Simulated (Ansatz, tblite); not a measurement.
Removing and adding an electron: NbSeBr3. The state is a singlet with charge 0. Geometry: PBE0-D4/def2-SVP. Ansatz, gas phase; energy differences of separate SCF runs; the oxidised species was run as a doublet alone; the reduced species was run as a doublet alone.

```tsv
atom	x (Å)	y (Å)	z (Å)
Nb1	0.000	0.000	-0.001
Se2	0.785	-0.606	2.019
Br3	-2.167	-1.023	-0.300
Br4	1.556	-0.779	-1.674
Br5	-0.174	2.408	-0.044
```

In the def2 sets Nb takes a core potential; there is no spin–orbit coupling. The xTB rows come from tblite. HOMO above LUMO, or a gap near zero within one spin, warns that the state may not be the lowest or that an electron is smeared out.

(1) Estimate orbital energies and vertical ionisation energies and electron affinities at: GFN1-xTB; GFN2-xTB; PBE-D4/def2-TZVPD; PBE0-D4/def2-TZVP; PBE0-D4/def2-TZVPD; ωB97X-V/def2-TZVP; ωB97X-V/def2-TZVPD.

Results:

(1) 
| level | −HOMO (eV) | vertical IE (eV) | −LUMO (eV) | vertical EA (eV) | HOMO–LUMO gap (eV) | IE − EA (eV) | remarks |
| --- | --- | --- | --- | --- | --- | --- | --- |
| GFN1-xTB | 10.96 | 13.80 | 9.29 | 6.66 | 1.67 | 7.14 | – |
| GFN2-xTB | 11.70 | 14.05 | 9.66 | 7.40 | 2.04 | 6.64 | – |
| PBE-D4/def2-TZVPD | 6.79 | – | 4.12 | 1.78 | 2.67 | – | HOMO above zero (-1 doublet), gap within one spin near zero (-1 doublet), restricted SCF unstable in HF (singlet) |
| PBE0-D4/def2-TZVP | 7.87 | 9.51 | 3.47 | – | 4.40 | – | restricted SCF unstable in HF (singlet) |
| PBE0-D4/def2-TZVPD | 7.88 | – | 3.48 | 2.17 | 4.40 | – | restricted SCF unstable in HF (singlet) |
| ωB97X-V/def2-TZVP | 10.02 | 9.67 | 1.55 | – | 8.47 | – | restricted SCF unstable in HF (singlet) |
| ωB97X-V/def2-TZVPD | 10.03 | – | 1.57 | 2.38 | 8.46 | – | restricted SCF unstable in HF (singlet) |

Run but left out: PBE-D4/def2-TZVP (charge +1 doublet: an occupied level 0.00 eV above an empty one).   A HOMO above zero means that the electron is unbound at that level or that self-interaction error raises the level; the energy of removing that electron tells which. Raw xTB energy differences between charge states are shifted by several eV; the methods need an empirical correction for them.
